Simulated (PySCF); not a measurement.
GeF2Cl2, SMILES [F][Ge]([F])([Cl])[Cl]. Atoms are numbered in the order given.

```xyz
5

F      0.0000    -1.3720     1.2880
Ge     0.0000     0.0000     0.2527
F      0.0000     1.3720     1.2880
Cl    -1.7696     0.0000    -0.9197
Cl     1.7696     0.0000    -0.9197
```
Charge 0, spin multiplicity 1.

The structure is a stationary point at B3LYP-D3(BJ)/def2-SVP.

All values below come from CAM-B3LYP/def2-TZVP (PySCF).

ESP charges are fitted to the potential on shells at 1.4 to 2.0 van der Waals radii. Atomic charges (e):

```tsv
atom	meta-Löwdin	Löwdin	ESP fit
F1	___	-0.10	-0.16
Ge2	___	-0.17	0.35
F3	___	-0.10	-0.16
Cl4	___	0.19	-0.02
Cl5	___	0.19	-0.02
```

Task: Some entries are withheld; supply them. (Estimate from the structure and the level; the computed values follow.)

Result: 
- F1, meta-Löwdin: -0.48
- Ge2, meta-Löwdin: 1.41
- F3, meta-Löwdin: -0.48
- Cl4, meta-Löwdin: -0.23
- Cl5, meta-Löwdin: -0.23
